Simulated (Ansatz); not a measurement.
Reaction (redistribution): `CC#[C][GeH2][OH]` + `CC(C)OB(N)F` → `CC#[C][GeH2][NH2]` + `CC(C)OB(O)F`

Computed with Ansatz on PBE0-D4/def2-TZVP structures; ΔE is electronic, products minus reactants. CCSD(T)/CBS is the MP2 limit (def2-TZVPP, def2-QZVPP) plus CCSD(T) − MP2 in def2-TZVPP, frozen cores. Functionals use def2-TZVPP. B3LYP here is the variant with VWN-RPA as its local correlation; programs differ in this. For Ge outer-core shells are correlated without core-valence functions, which leaves a few kJ/mol of doubt a bond. Scalar relativity is left out up to krypton. One conformer a species, not always the lowest.

| level | ΔE (eV) |
| --- | --- |
| r2SCAN-D4 | 0.00 |
| PBE0-D4 | -0.02 |
| B3LYP-D4 | 0.01 |
| B2PLYP | 0.00 |
| HF/def2-TZVPP | -0.01 |
| SCS-MP2/def2-TZVPP | -0.02 |
| HF/CBS(def2) | 0.00 |
| MP2/CBS(def2) | -0.02 |

Task: What does CCSD(T)/CBS give? (Estimate.)

Result: Ansatz gave: -0.03 eV. The listed levels differ from it by 0.03, 0.01, 0.04, 0.03, 0.02, 0.01, 0.03, 0.01 eV.

Largest T1 diagnostic among the species: 0.012.
